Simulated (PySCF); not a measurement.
**A survey of 29Si NMR shifts**

[PySCF: structure optimised with GFN2-xTB; shieldings: GIAO PBE0/pcSseg-1; relativity neglected; no solvent; averaged over atoms made equivalent by symmetry, fast rotation or ring inversion; one computed conformer]

Shieldings were converted by a linear fit to measured shifts: 29Si (scatter 8.9 ppm rms, 25.8 ppm with the 6 outliers that the fit left out vs TMS, solution or neat liquid). A few per cent of atoms miss by over 2 rms, more outside the fitted compound classes.

(1) Give the 29Si shifts of `P[SiH2]S[SiH]1CC1`, `Nc1coc([SiH3])c1`, `C=CCOC1=C([SiH2]Cl)C1`, `Cc1nnc([Si](C)(C)C)o1`.

(2) Order these by 29Si shift, lowest first.
A. C#C/C=N\[SiH2]OC
B. CCn1nc(F)cc1[SiH3]
C. C=C[Si@H](S)C(C)(F)F

## Answers

(1) 
```csv
compound,environment,δ (ppm)
[PH2:1][SiH2:2][S:3][SiH:4]1[CH2:5][CH2:6]1,"Si2: silicon bonded to P, S, 2 H",-33.7
[PH2:1][SiH2:2][S:3][SiH:4]1[CH2:5][CH2:6]1,"Si4: silicon bonded to 2 C, S, H, in a 3-membered ring",-80.0
Nc1coc([SiH3])c1,"silicon bonded to C, 3 H",-78.8
C=CCOC1=C([SiH2]Cl)C1,"silicon bonded to C, Cl, 2 H",-36.6
Cc1nnc([Si](C)(C)C)o1,silicon bonded to 4 C,-15.5
```

(2) B (-80.6 ppm, silicon bonded to C, 3 H), A (-40.9 ppm, silicon bonded to N, O, 2 H), C (-21.1 ppm, silicon bonded to 2 C, S, H).
